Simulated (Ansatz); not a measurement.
Reaction (substitution at a C–Si bond): `C[SiH](Cl)CCl` + `[OH][Mg][SH]` → `C[S][Mg][OH]` + `ClC[SiH2]Cl`

Gas-phase electronic energies from Ansatz, PBE0-D4/def2-TZVP geometries. CCSD(T)/CBS is the MP2 limit (def2-TZVPP, def2-QZVPP) plus CCSD(T) − MP2 in def2-TZVPP, frozen cores. DFT in def2-TZVPP. For Mg outer-core shells are correlated without core-valence functions, which leaves a few kJ/mol of doubt a bond. Each species was taken in one conformer, which may not be the lowest.

`C[SiH](Cl)CCl`:

Z-matrix (Å, degrees):
```
C
Si 1 1.853
H 1 1.092 2 110.0
H 1 1.092 2 110.5 3 -119.9
H 1 1.092 2 110.7 3 120.1
Cl 2 2.067 1 109.6 3 -177.7
C 2 1.877 1 112.0 3 -60.1
H 2 1.481 1 112.4 3 62.9
Cl 7 1.788 2 107.9 1 62.4
H 7 1.090 2 112.1 1 -179.0
H 7 1.090 2 112.3 1 -56.3
```

`[OH][Mg][SH]`:

```xyz
5

O    -0.718    1.620    0.402
Mg   -0.188    0.046   -0.171
S     0.528   -1.969   -0.974
H    -1.166    2.331    0.839
H     1.545   -2.028   -0.095
```

`C[S][Mg][OH]`:

```xyz
8

C     1.416   -0.862    0.571
S    -0.291   -1.472    0.339
Mg   -1.406    0.358   -0.448
O    -2.215    1.782   -1.089
H     2.001   -1.697    0.956
H     1.864   -0.538   -0.368
H     1.464   -0.051    1.298
H    -2.832    2.481   -1.258
```

`ClC[SiH2]Cl`:

```xyz
8

Cl    1.089    1.067   -1.658
C     0.032    0.951   -0.222
Si   -0.050   -0.866    0.229
Cl   -1.256   -1.074    1.883
H    -0.943    1.360   -0.484
H     0.469    1.558    0.570
H    -0.644   -1.634   -0.886
H     1.302   -1.362    0.567
```

```csv
level,ΔE (kcal/mol)
PBE-D4,20.0
r2SCAN-D4,21.5
PBE0-D4,20.7
ωB97X-V,20.6
CCSD/def2-TZVPP,21.0
CCSD(T)/def2-TZVPP,20.9
HF/def2-QZVPP,19.3
MP2/CBS(def2),21.1
```

What does CCSD(T)/CBS give? (Estimate.)

Computed: +20.7 kcal/mol. The listed levels differ from it by -0.7, 0.8, 0.0, -0.1, 0.3, 0.2, -1.4, 0.4 kcal/mol.

Largest T1 diagnostic among the species: 0.010.

From PBE to PBE0 (25 % exact exchange), in def2-TZVPP and without D4, ΔE moves by +0.7 kcal/mol. The D4 term adds +1.0 kcal/mol with B3LYP and +0.6 kcal/mol with PBE0; it sums over pairs of atoms, weighted by their polarisabilities, and B3LYP, whose exchange is more repulsive, gets the larger term. In def2-TZVPP, CCSD(T) changes the Hartree–Fock value by +1.6 kcal/mol (the triples alone add −0.0 kcal/mol) and MP2 by +2.0 kcal/mol.

B3LYP here is the variant with VWN-RPA as its local correlation; programs differ in this.
